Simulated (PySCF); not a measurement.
Compound: C5H8NO2 (doublet state).
Atom-mapped SMILES: `[CH3:1][N:2][C:3](=[O:4])[CH:5]1[CH2:6][O:7][CH2:8]1` (hydrogens: H9, H10, H11 on C1; H12 on C5; H13, H14 on C6; H15, H16 on C8)

Geometry (GFN2-xTB, Å), atoms numbered from 1 in this order:
```xyz
16
C5H8NO2 angstrom
C      2.512    0.389   -0.426
N      1.157    0.403   -0.029
C      0.582   -0.407    0.823
O      1.210   -1.296    1.400
C     -0.903   -0.156    1.016
C     -1.425    0.986    0.154
O     -2.235    0.107   -0.611
C     -1.812   -1.031    0.137
H      2.770   -0.522   -0.977
H      3.189    0.511    0.426
H      2.647    1.245   -1.091
H     -1.146   -0.145    2.077
H     -1.997    1.779    0.639
H     -0.608    1.421   -0.449
H     -1.302   -1.768   -0.490
H     -2.647   -1.507    0.656
```

The hyperfine couplings belong to this conformer and change with its torsions.

Computed, not measured: UKS B3LYP, pcH-1 on C H N O, non-relativistic, mean-field spin-orbit, GIAO (PySCF). The structure is a single GFN2-xTB conformer in the gas phase; no vibrational or solvent corrections. Couplings are sensitive to structure, and on GFN2-xTB geometries they can be far from those on DFT ones.

Task: Count the α and β electrons and give S(S+1).

Result: 61 electrons with 2S = 1: 31 α and 30 β; S(S+1) = 0.75.

Mulliken spin populations, one withheld:

| atom | bound to | population |
| --- | --- | --- |
| C1 | N2, H9, H10, H11 | -0.0119 |
| N2 | C1, C3 | ? |
| C3 | N2, O4, C5 | -0.0383 |
| O4 | C3 | +0.3253 |
| C5 | C3, C6, C8, H12 | +0.0014 |
| C6 | C5, O7, H13, H14 | +0.0253 |
| O7 | C6, C8 | +0.0322 |
| C8 | O7, C5, H15, H16 | -0.0040 |
| H9 | C1 | +0.0117 |
| H10 | C1 | +0.0226 |
| H11 | C1 | +0.0250 |
| H12 | C5 | -0.0006 |
| H13 | C6 | +0.0154 |
| H14 | C6 | -0.0020 |
| H15 | C8 | +0.0024 |
| H16 | C8 | +0.0035 |

Task: What does N2 hold?

Result: 1 − (0.4080) gives +0.592, since all populations sum to 2S.

Task: Sum the populations by element and by sign.

Result: Nitrogen +0.59, oxygen +0.36, hydrogen +0.08, carbon -0.03. The positive populations sum to 1.06, the negative ones to -0.06.

Task: The run gives ⟨S²⟩ = 0.7555. What does that say of the overlap of α and β orbitals, and of the weight of higher spin?

Result: For a single determinant ⟨S²⟩ = S(S+1) + Nβ − Σ|⟨iα|jβ⟩|², so the squared overlaps of occupied orbitals sum to 30 − 0.0055 = 29.9945. If the quartet state (S + 1) were the only admixture, its weight would be 0.0055/(2S + 2) = 0.18 %.

Task: What Fermi-contact NMR shifts do the couplings of C1, N2, C3, C5, C6/C8, H9/H10/H11, H12 imply at 298 K (Curie law, g = gₑ)?

Result: δ = a_FC·h·gₑ μB S(S+1)/(3 g_N μN kT), with k/h = 20836.6 MHz/K:

```
    nuclei  isotope  a_FC (MHz)     g_N  contact shift (ppm)
        C1      13C        4.19  1.4048                 +441
        N2      14N       56.44  0.4038               +20693
        C3      13C      -26.03  1.4048                -2743
        C5      13C      -10.02  1.4048                -1056
     C6/C8      13C       11.65  1.4048                +1228
H9/H10/H11       1H       45.33  5.5857                +1201
       H12       1H       -2.36  5.5857                  -63
```

The sign follows the spin density at the nucleus: positive density means a positive shift. Entries for several nuclei are means.

Class means assume fast exchange of nuclei equivalent by connectivity; if that motion is slow, each nucleus keeps its own coupling. The three 1H nuclei of mean +45.3 MHz run from 19.8 to 74.7 MHz in the frozen geometry. The 13C value of +11.7 MHz is a mean of couplings from -3.3 to 26.6 MHz in this one geometry, not an average over conformers.

The SMILES `C[N]C(=O)C1COC1` draws the unpaired electron on N2, whose computed spin population is only +0.59.
